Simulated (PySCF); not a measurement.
Calculation: PySCF with PBE-D3(BJ)/def2-TZVP // B3LYP-D3(BJ)/def2-TZVP. Isolated molecules, 0 K electronic values unless said otherwise. One relaxed conformer stands for a flexible species; it need not be the lowest. Excitations are Tamm–Dancoff values on a coarser integration grid. The basis has no diffuse functions, so Rydberg states are missing or too high.

Reference species (SMILES): `NCB=C` (neutral, multiplicity 1).

* **HOMO–LUMO gap**: 3.58 eV
* **brightest of the four lowest singlets (TDA)**: 5.29 eV
* **S1 excitation (TDA)**: 3.63 eV
* **LUMO**: -1.70 eV

Changed species: `B/C=N\C`.

Question: Predict the effect on the HOMO–LUMO gap, brightest of the four lowest singlets (TDA), S1 excitation (TDA) and LUMO.

Answer: the HOMO–LUMO gap drops by 1.54 eV, to 2.04 eV; the brightest of the four lowest singlets (TDA) rises by 0.08 eV, to 5.37 eV; the S1 excitation (TDA) falls by 1.32 eV, to 2.31 eV; the LUMO decreases by 1.85 eV, to -3.55 eV.
